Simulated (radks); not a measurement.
Values are calculated unless marked as measured or tabulated.
Species: Cu VIII. Configuration: [Ar] 3d4. Level of theory: scalar-relativistic Kohn-Sham, BLYP, spin-polarised, spherical densities, finite nucleus; open shells are filled with parallel spins first; Fermi nuclear charge, rms radius 3.8823 fm (a radial shooting solver on a logarithmic mesh with Libxc functionals).

Normalised radial functions P(r) = r R(r), r in bohr:

r	3d up
0.004378	0.0000
0.005477	0.0001
0.006908	0.0001
0.008711	0.0002
0.01099	0.0004
0.01385	0.0008
0.01747	0.0016
0.02204	0.0030
0.02779	0.0056
0.03505	0.0105
0.04384	0.0189
0.05529	0.0342
0.06973	0.0605
0.08794	0.1038
0.1109	0.1725
0.1399	0.2753
0.1764	0.4188
0.2224	0.6025
0.2805	0.8121
0.3509	1.0083
0.4426	1.1587
0.5582	1.2033
0.7039	1.1120
0.8877	0.8993
1.119	0.6212
1.412	0.3538
1.78	0.1585
2.245	0.0520

3d up: eigenvalue -153.12 eV, 0 radial nodes, <r> = 0.694 bohr, 90 % of the charge inside 1.11 bohr.
